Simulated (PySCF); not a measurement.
Positional isomers: norbornane silyl. All species are isolated molecules in the gas phase. One relaxed conformer stands for each flexible species; it need not be the lowest. Strings in code marks are SMILES.

The T1 excitation (TDA) from two functionals at the same geometries (PBE0-D3(BJ)/def2-SVP), both in PySCF: PBE-D3(BJ)/def2-TZVP and B3LYP-D3(BJ)/def2-TZVP. B3LYP has the VWN-RPA correlation part, as in Gaussian. Excitations are Tamm–Dancoff values on a coarser integration grid. The basis has no diffuse functions, so Rydberg states are missing or too high.

| species | PBE-D3(BJ)/def2-TZVP (eV) | B3LYP-D3(BJ)/def2-TZVP (eV) |
|---|---|---|
| `C1[C@]2([SiH3])C[C@@H](CC2)C1` | 6.56 | 7.10 |
| `[SiH3][C@H]1[C@H]2CC[C@@H]1CC2` | 6.69 | 7.25 |
| `[SiH3][C@@H]1C[C@@H]2CC[C@H]1C2` | 6.44 | 7.01 |

Over these rows, drawn at random from the members with no instability flagged (it was tested for open shells, ions and some series alone), PBE minus B3LYP-D3(BJ): mean -0.56 eV, from -0.57 eV to -0.55 eV.
